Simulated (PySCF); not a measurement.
C₄H₇ (SMILES [CH]1CCC1), doublet, at a GFN2-xTB geometry, with bond 7-2 at 1.6 times its length. Base run: M062X/6-31G* in PySCF.

Input for PySCF:
```python
from pyscf import gto, scf, dft

mol = gto.Mole()
mol.atom = '''
    C     0.007887    1.067741    0.046646
    C    -0.007638   -1.033995   -0.045172
    C    -1.084676    0.068067    0.007510
    C     1.085566    0.052462   -0.002244
    H     0.015788    2.137369    0.093374
    H    -0.015994   -1.625766   -0.957510
    H    -0.009172   -2.104607    1.326435
    H    -1.733077    0.040505    0.890341
    H    -1.740431    0.117415   -0.868918
    H     1.741413    0.015522    0.874726
    H     1.734059    0.092432   -0.884534
'''
mol.basis = '6-31g*'
mol.charge = 0
mol.spin = 1
mol.verbose = 4
mol.build()

mf = dft.UKS(mol)
mf.xc = 'm062x'
mf.kernel()
mf.analyze()
```

Each row names what was changed in the base input (with any setting that the change needs).

```
change                                       ΔE vs base (mEh)  SCF cycles  <S^2>        outcome
-------------------------------------------  ----------------  ----------  -----  -------------
base                                                    0.000          13  0.756      converged
diis_space = 20                                         0.000          13  0.756      converged
conv_tol = 1e-12                                        0.000          15  0.756      converged
level_shift = 0.5 (with mf.max_cycle = 100)             0.000          21  0.756      converged
diis_space = 4                                          0.000          14  0.756      converged
level_shift = 0.3 (with mf.max_cycle = 100)             0.000          17  0.756      converged
damp = 0.5; diis_start_cycle = 5                        0.000          14  0.756      converged
conv_tol = 1e-6                                         0.000           8  0.755      converged
level_shift = 1.0 (with mf.max_cycle = 100)             0.000          32  0.756      converged
diis_space = 2                                          0.000          22  0.756      converged
diis_space = 12                                         0.000          13  0.756      converged
DIIS = EDIIS                                                -          50      -  not converged
init_guess = sap                                        0.000          14  0.756      converged
```

Open shells are given as the SCF converged; they aren't shown to be the lowest states, and a large step between rows can be another state.
